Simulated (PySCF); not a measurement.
Species: C6H10NO (doublet state).
Z-matrix (Å and degrees, GFN2-xTB geometry), rows numbered from 1:
```
C 
C   1  1.3323
C   2  1.4618  1  121.25
O   3  1.2300  2  123.36  1    18.51
N   3  1.3983  2  116.97  1  -164.05
C   5  1.4476  3  116.34  2  -165.86
C   5  1.3474  3  124.76  2    17.07
C   7  1.4818  5  122.39  3  -174.56
H   1  1.0762  2  122.24  3  -176.37
H   1  1.0768  2  120.17  3     3.81
H   2  1.0805  1  120.80  3   175.70
H   6  1.0898  5  110.82  3  -123.09
H   6  1.0908  5  110.41  3   115.75
H   6  1.0898  5  107.28  3    -3.62
H   7  1.0730  5  118.05  3     7.57
H   8  1.0861  7  109.65  5   175.21
H   8  1.0943  7  111.90  5   -64.95
H   8  1.0927  7  111.68  5    54.81
```

The hyperfine couplings belong to this conformer and change with its torsions.

The species is `C=CC(=O)N(C)[CH]C` [radical].

Theory: PySCF 2.14.0, UKS B3LYP, pcH-1 on C H N O, non-relativistic, mean-field spin-orbit, GIAO. One conformer (not necessarily the lowest) at the GFN2-xTB geometry, without solvent, vibrations or thermal averaging. Couplings are sensitive to structure, and on GFN2-xTB geometries they can be far from those on DFT ones. The frame is twisted about the C2–C3 bond at this geometry (dihedral C1–C2–C3–O4 = 19°); couplings at other torsion angles weren't computed. The SCF solution wasn't tested for stability.

(1) Give the principal g shifts and their parts.

(2) What are the electron Larmor frequencies g μB B/h along the three axes at 350 mT?

(3) Average each term over the three axes. Which is largest in size?

(4) At 34.184 GHz, how far is the centre of the isotropic spectrum from where a free electron (g = 2.002319) resonates?

(5) In a frozen sample, at which fields do the three g values resonate at 9.5, 34, 94 and 263 GHz (hyperfine left aside), and which band first spreads them over more than twice a line width of 0.5 mT?

## Answers

(1) 
```
                    Δg (ppm)     1     2     3
relativistic mass correction  -181  -181  -181
            gauge correction     0    39    40
   orbital Zeeman/spin–orbit    13  1361  1680
                       total  -168  1220  1539
```

So g = 2.00215, 2.00354, 2.00386 and g_iso = 2.00318; the tensor is rhombic: the two nearest values differ by 19 % of g3 − g1. Axes: g3 points within 10° of the C7–C8 bond.

(2) 9.8079, 9.8147, 9.8163 GHz for g1, g2 and g3, a range of 8.4 MHz.

(3) The orbital-Zeeman/spin–orbit term 1018, the mass correction -181 and the gauge correction 26 ppm, for a total of 863 ppm. The orbital-Zeeman/spin–orbit term is the largest in size. The mass correction is the same along every axis, so the anisotropy comes from the other two: their spans along these axes are 40 (gauge) and 1667 ppm (orbital Zeeman/spin–orbit).

(4) B = hν/(g μB) with μB/h = 13.99624 MHz/mT gives 1219.77 mT for the free electron and 1219.24 mT at g_iso, 0.53 mT lower.

(5) 
```tsv
band	GHz	B(g3) mT	B(g2) mT	B(g1) mT	spread mT
X	9.5	338.72	338.78	339.01	0.29
Q	34.0	1212.27	1212.47	1213.31	1.03
W	94.0	3351.58	3352.11	3354.44	2.86
J	263.0	9377.29	9378.78	9385.28	7.99
```

The spread grows in proportion to the frequency. Q band is the first where it exceeds 1.0 mT.

The Mulliken spin populations are largest on C7 (+0.77), O4 (+0.15), C8 (-0.07) and C3 (+0.07). The positive populations add up to 1.14 and the negative ones to -0.14, together 2S = 1. The angles at C7 add up to 360.0°, so it is planar; its axial dipolar tensor and the negative coupling of its proton fit spin in a p orbital normal to that plane.

The HOMO–LUMO gaps are 2.94 eV among the α and 5.30 eV among the β orbitals.
